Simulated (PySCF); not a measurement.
A structure optimised at PBE0-D3(BJ)/def2-TZVPD, used in a PySCF frequency run:

```
Te
H 1 1.6665
H 1 1.6665 2 90.44
```
Charge +1, spin multiplicity 2.

Problem. Write its SMILES, formula and point group.

Solution. [TeH2+], H2Te, C2v

Problem. What are its rotational constants (standard atomic weights)?

Solution. 184.80, 179.15, 90.964 GHz
